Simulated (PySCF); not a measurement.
ZrOF, SMILES [F][Zr]=[O] (connectivity only; charge and spin as stated), neutral, multiplicity 2. Atoms are numbered in the order given.

```xyz
3

Zr     0.3153     0.0923     0.0000
O     -0.9092     1.3262     0.0000
F     -0.5932    -1.5890     0.0000
```
Charge 0, spin multiplicity 2.

Geometry: r2SCAN-D4/def2-TZVP. The multiplicity is an assumed one; other spin states were not compared. The def2 effective core potentials stand for the cores of Zr; spin–orbit coupling is left out.

These are r2SCAN-D4/def2-TZVP (PySCF) values and carry that method's errors.

Frequencies are harmonic and unscaled.

Q: List the normal modes with their intensities. (The exact figures need the calculation; the answer reports its results.)

A: 
```json
[
 {"mode": "1", "ν (cm⁻¹)": "230", "IR (km/mol)": "6.2", "moving atoms (share of kinetic energy)": "O 50 %, F 36 %, Zr 14 %"},
 {"mode": "2", "ν (cm⁻¹)": "651", "IR (km/mol)": "142.8", "moving atoms (share of kinetic energy)": "F 81 %, Zr 19 %"},
 {"mode": "3", "ν (cm⁻¹)": "967", "IR (km/mol)": "190.5", "moving atoms (share of kinetic energy)": "O 85 %, Zr 15 %"}
]
```
